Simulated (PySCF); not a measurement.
# SMILES FC[C@@H]1CO[SiH2][C@@H]1F, C4H8F2OSi

Geometry (Å), atoms numbered from 1 in this order:
```xyz
16

F     2.577    1.006   -0.857
C     1.862   -0.122   -0.534
C     0.373    0.192   -0.497
C     0.011    1.204    0.599
O    -1.380    1.153    0.824
Si   -2.097   -0.267    0.473
C    -0.486   -1.045   -0.246
F     0.113   -1.843    0.726
H     2.090   -0.872   -1.298
H     2.223   -0.462    0.441
H     0.070    0.610   -1.463
H     0.271    2.224    0.310
H     0.531    0.953    1.529
H    -2.501   -0.988    1.669
H    -3.108   -0.058   -0.554
H    -0.556   -1.677   -1.133
```

Level of theory: TDDFT wB97X-D/def2-SVPD circular dichroism and optical rotation, one conformer, gas phase (PySCF). Geometry: GFN2-xTB.

The molecule is flexible and this is one conformer; a measurement averages over conformers. Singlets 11 and 12 lie within 0.01 eV of each other, so their separate moments and overlaps can depend on how they mix.

Q: Draw the ECD and absorption spectra from the lowest 16 states, each a Gaussian of half-width 0.35 eV at 1/e height.

A: 
```tsv
E (eV)	λ (nm)	Δε (L mol⁻¹ cm⁻¹)	ε (L mol⁻¹ cm⁻¹)
6.76	183	-3.06	66.5
6.91	179	-8.34	224
7.06	176	-15.10	579
7.21	172	-17.02	1170
7.36	168	-9.11	1840
7.51	165	+4.32	2310
7.66	162	+13.98	2370
7.81	159	+16.42	2170
7.96	156	+15.34	2060
8.11	153	+16.11	2350
8.26	150	+21.44	3140
8.41	147	+28.72	4250
8.56	145	+30.31	5330
8.71	142	+21.43	6410
8.86	140	+9.80	7830
9.01	138	+8.89	9200
9.16	135	+18.82	9300
```
Δε uses R in velocity form, ε uses f in length form. Only the states computed contribute, so the short-wavelength end is incomplete.
